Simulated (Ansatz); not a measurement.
Geometry optimisation, Ansatz, RKS PBE0-D4/def2-SVP.

Input file:

```yaml
crystal:
  periodic: [false, false, false]
  atoms:
    - { symbol: O, position_ang: [-2.3678, 0.7788, -0.6478] }
    - { symbol: B, position_ang: [-0.9617, 0.865, -0.6129] }
    - { symbol: S, position_ang: [-0.1042, 2.516, -0.4206] }
    - { symbol: Si, position_ang: [0.1421, -0.7628, -0.7324] }
    - { symbol: Si, position_ang: [1.2779, -1.0195, 1.1158] }
    - { symbol: H, position_ang: [-2.638, 0.9282, -1.6222] }
    - { symbol: H, position_ang: [-0.0604, 2.4049, 0.9999] }
    - { symbol: H, position_ang: [-0.8074, -1.899, -0.8788] }
    - { symbol: H, position_ang: [0.9694, -0.6908, -1.8493] }
    - { symbol: H, position_ang: [2.0677, -2.2486, 1.0742] }
    - { symbol: H, position_ang: [0.3638, -1.0765, 2.3138] }
    - { symbol: H, position_ang: [2.1955, 0.1492, 1.2943] }
basis:
  gaussian: { orbitals: def2-SVP }
hamiltonian:
  xc: pbe0
  dispersion: d4
relax:
  f_tol: 0.02
  max_steps: 40
scf:
  lower_state_search: "off"
output:
  orbitals: {}
```

Run as:

```bash
$ ansatz run input.yaml --threads 2 --pin off --max-ram 3072MiB --backend cpu --events-out ev --progress --plain --runs-dir out
```

Problem. Where does it end, and by what steps?

Solution. The forces met the threshold. The force dipped under the threshold on the way, but the program's further checks kept it going. After 23 steps the energy has fallen by 1.678 eV; H7 moved furthest, 1.47 Å.

| step | energy less start (eV) | largest force component (eV/Å) | accepted |
| --- | --- | --- | --- |
| 0 | 0.0000 | 2.535 | yes |
| 1 | -0.5299 | 1.547 | yes |
| 2 | -0.7695 | 1.743 | yes |
| 3 | -1.0671 | 1.231 | yes |
| 4 | -1.2924 | 0.922 | yes |
| 5 | -1.3021 | 2.438 | yes |
| 6 | -1.4965 | 1.353 | yes |
| 7 | -1.5671 | 0.827 | yes |
| 8 | -1.6163 | 0.826 | yes |
| 9 | -1.6348 | 0.907 | yes |
| 10 | -1.6662 | 0.130 | yes |
| 11 | -1.6683 | 0.093 | yes |
| 12 | -1.6711 | 0.087 | yes |
| 13 | -1.6719 | 0.068 | yes |
| 14 | -1.6733 | 0.068 | yes |
| 15 | -1.6729 | 0.297 | no |
| 16 | -1.6751 | 0.112 | yes |
| 17 | -1.6758 | 0.173 | yes |
| 18 | -1.6760 | 0.145 | yes |
| 19 | -1.6772 | 0.030 | yes |
| 20 | -1.6774 | 0.016 | yes |
| 21 | -1.6776 | 0.024 | yes |
| 22 | -1.6777 | 0.031 | yes |
| 23 | -1.6778 | 0.019 | yes |

```xyz
12
Properties=species:S:1:pos:R:3
O -2.431 0.629 -0.909
B -1.109 0.812 -0.688
S -0.478 2.462 -0.242
Si 0.150 -0.773 -0.801
Si 1.177 -1.020 1.296
H -2.976 1.420 -0.817
H 0.823 2.121 -0.134
H -0.541 -2.043 -1.189
H 1.245 -0.502 -1.791
H 2.090 -2.203 1.345
H 0.145 -1.166 2.370
H 1.984 0.207 1.594
```

Whether the end is a true minimum wasn't checked by a vibrational analysis.

Run time: 120 s on 2 threads of Arm Neoverse N1, on a shared host, peak memory 0.24 GiB.
